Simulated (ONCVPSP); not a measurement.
# revPBE ONCV dataset for molybdenum (Mo), scalar-relativistic all-electron reference.

ONCVPSP 4.0.1 input, shortened (lines: element, Z, core and valence counts, functional; n l f; lmax; l rc ep ncon nbas qcut; lloc lpopt rc5 dvloc0; l nproj debl; icmod fcfact rcfact), revPBE, scalar-relativistic:

```
  Mo 42.00    6    4  -102130      upf
    1    0    2.00
    2    0    2.00
    2    1    6.00
    3    0    2.00
    3    1    6.00
    3    2   10.00
    4    0    2.00
    4    1    6.00
    4    2    5.00
    5    0    1.00
    2
    0    1.65    0.00    3    7    9.40
    1    1.15    0.00    3    6    8.30
    2    1.80    0.00    4    7    5.80
    4    5    0.85   -1.00
    0    2    3.20
    1    3    1.50
    2    2    2.60
    1    0.54    0.00
```

Poles of the logarithmic derivatives, all-electron (AE) and pseudo (PS). s: poles at -1.7 (AE) and -1.7 (PS) Ha. p: poles at 3.8 (AE) and 3.8 (PS) Ha. d: poles at 1.0 (AE) and 1.0 (PS) Ha. Test radii: s 1.68, p 1.17, d 1.83 bohr.

- Cutoffs needed: 30 Ha and 48 Ha (the cutoffs (Ha) at which the residual kinetic energy of the hardest occupied pseudo-wave falls to 1 and 0.1 mHa per electron)
- Ghost test: ghosts flagged at negative energy: p at -269.8 eV, d at -224.4 eV, s at -2.29 eV; GHOST(+) flags only above 600 eV; a true bound ghost makes a file unfit for plane-wave use
- Configuration tests: 2 of 4 tests not solved or not reliable
- rms error of d²Exc/dni dnj: 1.64 mHa without and 0.29 mHa with the model core
